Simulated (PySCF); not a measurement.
**Potassium: a sound run and one with changed settings**

Sound run: K+ [Ar], K(2+) [Ne] 3s2 3p5. Calculation: PySCF 2.14, in def2-SVP (5s3p2d, 24 functions); no relativity, point nucleus. In the sound run the correlated levels freeze [Ne] 3s2. The sound run starts from symmetry-adapted Hartree-Fock orbitals and uses a fine grid where one is needed.

Changed run: basis STO-3G. This setting is unsound on purpose.

| species | method | sound run (hartree) | changed run (hartree) | converged |
| --- | --- | --- | --- | --- |
| K+ | UHF | -598.93116 | -593.00933 | yes |
| K+ | LDA | -597.93355 | -591.87396 | yes |
| K+ | M06-2X | -599.66636 | -593.68183 | yes |
| K+ | MP2 | -598.97091 | -593.01816 | yes |
| K+ | CCSD(T) | -598.97565 | -593.01939 | yes |
| K(2+) | UHF | -597.76878 | -591.89066 | yes |
| K(2+) | LDA | -596.71927 | -590.70661 | yes |
| K(2+) | M06-2X | -598.45536 | -592.51962 | yes |
| K(2+) | MP2 | -597.79284 | -591.89339 | yes |
| K(2+) | CCSD(T) | -597.79635 | -591.89385 | yes |

Ionisation energy of K+:

| method | sound run (eV) | changed run (eV) |
| --- | --- | --- |
| UHF | 31.630 | 30.441 |
| LDA | 33.042 | 31.765 |
| M06-2X | 32.953 | 31.625 |
| MP2 | 32.057 | 30.606 |
| SCS-MP2 | 32.028 | 30.600 |
| CCSD | 32.090 | 30.622 |
| CCSD(T) | 32.090 | 30.627 |

A minimal basis cannot let orbitals breathe on ionisation and holds almost no correlation.

For comparison, NIST gives 31.625 eV between the lowest levels.
